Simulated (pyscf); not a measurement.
A first-order saddle from PySCF, ωB97X-D3(BJ)/def2-SVP:

```xyz
6

Te     1.2192     1.4953     0.0493
H      0.5315     0.0182    -0.9458
H      2.1753     0.3192     0.7230
Ge    -1.0689    -0.2033    -0.4405
H     -1.2268    -0.3250     1.1048
H     -1.6952     1.1979    -0.7443
```
Charge 0, spin multiplicity 1.

Surface: singlet, charge 0. Lowest wavenumbers (cm⁻¹): 542i, 167, 215, 423, 545.

Task: Which two sides does it connect, and which bonds change?

Result: TeH₂ + germylene (GeH₂) [singlet] ⇌ H₃Ge–TeH, an insertion read from left to right: H–Te broken and Ge–Te, Ge–H formed. At CCSD(T)/def2-TZVPP + ΔMP2(QZVPP) it lies -10.3 kcal/mol from the left side and +45.7 kcal/mol from the right (each side as separated species at their lowest minima found). On the reactant side the descent ends in an adduct with a Ge–Te, Ge–H contact, 11.3 kcal/mol under the separated species and 0.9 kcal/mol under the saddle at ωB97X-D3(BJ)/def2-TZVP. At CCSD(T) the saddle lies under the separated reactants, which points to a path from their complex (located at ωB97X-D3(BJ) alone). What is counted as formed (Ge–Te, Ge–H) is already present as a longer contact in the reactant adduct; forming that adduct is a step of its own. One saddle was located; it need not be the lowest between these sides. The CCSD(T) − MP2 part came from Ansatz, without density fitting, on the same reference. The frozen core leaves the outer d or s,p core shells of the metals and heavy elements correlated in the MP2 and CC values, and def2-TZVPP describes them poorly, which can shift differences by a few kcal/mol. Elements up to Kr have no core potential and no relativistic terms here. Elements past Kr carry the def2 core potentials, without spin-orbit coupling.
